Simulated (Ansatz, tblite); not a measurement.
Removing and adding an electron: AsP₃. Charge 0, multiplicity 1. Geometry: r2SCAN-D4/def2-SVP. Ansatz, gas phase; energy differences of separate SCF runs; the oxidised species was run as a doublet alone; the reduced species was run as a doublet alone.

Cartesian coordinates in Å:
```
P -1.357 -0.115 -0.132
P 0.478 -1.172 0.520
P 0.257 1.001 0.897
As 0.622 0.286 -1.285
```

The xTB rows come from tblite. HOMO above LUMO, or a gap near zero within one spin, warns that the state may not be the lowest or that an electron is smeared out. The structure comes from a short search, and lower isomers may exist.

**Question.** Estimate orbital energies and vertical ionisation energies and electron affinities at: GFN1-xTB; GFN2-xTB; PBE-D4/def2-TZVP; PBE-D4/def2-TZVPD; r2SCAN-D4/def2-TZVP; r2SCAN-D4/def2-TZVPD; PBE0-D4/def2-TZVP; PBE0-D4/def2-TZVPD.

**Answer.** 
```tsv
level	−HOMO (eV)	vertical IE (eV)	−LUMO (eV)	vertical EA (eV)	HOMO–LUMO gap (eV)	IE − EA (eV)	remarks
GFN1-xTB	10.22	14.61	6.83	2.49	3.39	12.12	–
GFN2-xTB	10.68	13.27	7.43	5.10	3.25	8.18	–
PBE-D4/def2-TZVP	6.41	9.25	1.75	–	4.66	–	gap within one spin near zero (+1 doublet)
PBE-D4/def2-TZVPD	6.44	–	1.82	-0.37	4.62	–	HOMO above zero (-1 doublet)
r2SCAN-D4/def2-TZVP	6.68	9.37	1.66	–	5.02	–	–
r2SCAN-D4/def2-TZVPD	6.69	–	1.68	-0.44	5.00	–	HOMO above zero (-1 doublet)
PBE0-D4/def2-TZVP	7.39	9.35	0.99	–	6.40	–	–
PBE0-D4/def2-TZVPD	7.40	–	1.06	-0.47	6.35	–	HOMO above zero (-1 doublet)
```

   A HOMO above zero means that the electron is unbound at that level or that self-interaction error raises the level; the energy of removing that electron tells which. Raw xTB energy differences between charge states are shifted by several eV; the methods need an empirical correction for them. A negative affinity means that the extra electron isn't bound; its size then hangs on the basis.
